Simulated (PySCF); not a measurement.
SMILES O(C)C(=O)CC(C)(C)C, singlet (GFN2-xTB optimised geometry):

```
23

C      3.080    -0.393    -3.248
O      2.521    -0.682    -1.976
C      1.957     0.343    -1.319
O      1.927     1.466    -1.752
C      1.390    -0.117     0.000
C     -0.157    -0.117     0.000
C     -0.637    -0.838     1.262
C     -0.675     1.321     0.000
C     -0.671    -0.856    -1.237
H      3.711    -1.240    -3.508
H      3.666     0.527    -3.204
H      2.287    -0.270    -3.989
H      1.744     0.558     0.780
H      1.759    -1.124     0.195
H     -1.723    -0.813     1.317
H     -0.319    -1.879     1.256
H     -0.238    -0.361     2.154
H     -0.250     1.879    -0.830
H     -0.403     1.825     0.925
H     -1.759     1.332    -0.091
H     -0.434    -0.300    -2.142
H     -1.751    -0.972    -1.185
H     -0.221    -1.844    -1.311
```

Computed with PBE/def2-SVP in PySCF.

Question: What are the frontier orbital energies and the dipole moment?

Answer: HOMO-2 -7.67 eV, HOMO-1 -7.04 eV, HOMO -5.97 eV, LUMO -0.61 eV, LUMO+1 0.84 eV; dipole moment 1.62 D.

Meta-Löwdin charges at PBE/def2-SVP: C1 -0.11, O2 -0.31, C3 0.46, O4 -0.43, C5 -0.23, C6 0.09, C7 -0.30, C8 -0.31, C9 -0.31, H10 0.12, H11 0.11, H12 0.11, H13 0.11, H14 0.11, H15 0.10, H16 0.09, H17 0.10, H18 0.11, H19 0.09, H20 0.09, H21 0.10, H22 0.10, H23 0.10.
